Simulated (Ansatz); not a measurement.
`C[SiH2]C(N)O` + `OCC(F)(F)F` → `C[SiH2]C(F)(F)F` + `NC(O)CO`  (formal exchange of groups at the Si–C bond)

Calculated with Ansatz (gas phase, PBE0-D4/def2-TZVP geometries, no zero-point term in ΔE). CCSD(T)/CBS is the MP2 limit (def2-TZVPP, def2-QZVPP) plus CCSD(T) − MP2 in def2-TZVPP, frozen cores. Functionals use def2-TZVPP. HSE06 is defined as in plane-wave codes. One conformer a species, not always the lowest.

```
             level  ΔE (kJ/mol)  difference from CCSD(T)/CBS
            B97M-V          3.1                          5.9
          HSE06-D4          1.1                          3.9
           ωB97M-V         -2.4                          0.4
          PBE-QIDH          1.2                          4.0
            r2SCAN         -1.7                          1.1
             HSE06          0.7                          3.5
         CAM-B3LYP         -3.3                         -0.5
    MP2/def2-TZVPP         -1.3                          1.5
CCSD(T)/def2-TZVPP         -1.5                          1.3
    CCSD/CBS(def2)         -2.1                          0.7
       CCSD(T)/CBS         -2.8                            0
```

Q: What do rigid-rotor, harmonic-oscillator terms from PBE0-D4/def2-TZVP frequencies (298.15 K, 1 bar) make of the CCSD(T)/CBS value? (Best estimate.)

A: Ansatz gave: ΔZPE = +1.4 kJ/mol, ΔH = -1.4 kJ/mol, ΔS = 3 J/(mol·K), ΔG = -2.2 kJ/mol.

Largest T1 diagnostic among the species: 0.012.

From BLYP to BHLYP (50 % exact exchange), in def2-TZVPP and without D4, ΔE moves by +5.5 kJ/mol. Leaving LDA and LC-ωPBE aside and taking each functional with its dispersion term where it has one, the values, not all of them listed here, spread over 8.6 kJ/mol, from BLYP-D4 to B97M-V. In def2-TZVPP, CCSD(T) changes the Hartree–Fock value by −4.3 kJ/mol (the triples alone add −0.7 kJ/mol) and MP2 by −4.1 kJ/mol.

CCSD(T)/CBS has its own doubt, a few kJ/mol and more with outer-core shells, so smaller differences from it don't rank the levels.
